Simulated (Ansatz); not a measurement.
C$_{4}$H$_{11}$B, SMILES `BC(C)(C)C`. The species carries charge 0 and has multiplicity 1.

Z-matrix (Å, degrees):
```
C
C 1 1.551
C 1 1.525 2 109.0
B 1 1.555 2 97.5 3 -119.5
C 1 1.525 2 109.0 3 120.9
H 2 1.094 1 112.4 3 57.9
H 2 1.096 1 108.5 3 -60.7
H 2 1.094 1 112.4 3 -179.3
H 3 1.093 1 111.2 2 -178.9
H 3 1.093 1 111.4 2 -58.7
H 3 1.096 1 110.9 2 61.6
H 4 1.199 1 120.4 2 86.7
H 4 1.199 1 120.4 2 -86.9
H 5 1.093 1 111.2 2 178.8
H 5 1.096 1 110.9 2 -61.7
H 5 1.093 1 111.4 2 58.6
```

Problem. List the harmonic frequencies (cm⁻¹, unscaled) at PBE0-D4/def2-TZVP in Ansatz. (Estimate.)

Solution. Computed: 163, 193, 245, 269, 278, 310, 361, 375, 387, 738, 834, 854, 954, 954, 962, 983, 1045, 1056, 1194, 1210, 1248, 1324, 1374, 1391, 1416, 1468, 1474, 1475, 1493, 1495, 1510, 2562, 2641, 3025, 3026, 3030, 3095, 3096, 3098, 3113, 3117, 3119.

Problem. Is this a minimum?

Solution. Yes, all 42 modes are real.

Problem. Give the ideal-gas thermochemistry at 298.15 K and 1 bar (rigid rotor, harmonic oscillator; point group Cs, symmetry number 1).

Solution. Zero-point energy 370.6 kJ/mol; H(298) − E = 392.5 kJ/mol; entropy 334.5 J/(mol·K), of which translation 161.8, rotation 107.1, vibration 65.5; G(298) − E = 292.8 kJ/mol.

Problem. And at 400, 500, 600, 800 and 1000 K?

Solution. 
| T (K) | H − E (kJ/mol) | S (J/mol/K) | G − E (kJ/mol) |
| --- | --- | --- | --- |
| 400 | 406.5 | 374.5 | 256.7 |
| 500 | 423.2 | 411.6 | 217.3 |
| 600 | 442.5 | 446.8 | 174.4 |
| 800 | 487.6 | 511.5 | 78.5 |
| 1000 | 539.5 | 569.2 | -29.7 |

Problem. Rotational constants (cm⁻¹)?

Solution. 0.1623, 0.1569, 0.1419.
